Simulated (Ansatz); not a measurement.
Isomers of Mg$_{4}$O$_{4}$⁻ (doublet), relaxed with PBE0-D4/def2-SVPD; total energies from Ansatz at RPA@PBE/def2-TZVPD.

| isomer | description | energy (Eh) |
| --- | --- | --- |
| A | point group C2v; 10 × Mg–O 1.85 to 2.13 Å | -1100.87705 |
| B | point group D4h; 8 × Mg–O 1.85 Å | -1100.86460 |
| C | point group not assigned; 7 × Mg–O 1.80 to 1.83 Å | -1100.82031 |

Correlated methods freeze 8 core orbitals; core or outer-core shells of Mg are correlated, in sets that lack core-valence functions.

The isomers come from a short search, and lower ones may exist.

Task: Work out the relative energies (1 Eh = 2625.5 kJ/mol) and the Boltzmann populations at 800 K from electronic energies alone (R = 8.314 J/mol/K).

Result: ΔE: A 0.0, B 32.7, C 149.0 kJ/mol. RT = 6.65 kJ/mol. Factors exp(−ΔE/RT): A 1, B 0.00732, C 1.86e-10; sum 1.007. Populations: A 99.3 %, B 0.7 %, C 0.0 %. Zero-point energy, vibrational entropy and symmetry numbers are left out and can shift these; an error of 4 kJ/mol changes a ratio by a factor of 1.8. Over the other density-functional and correlated levels in def2 sets, the gap between A and B ranges from 7 to 7 kJ/mol.
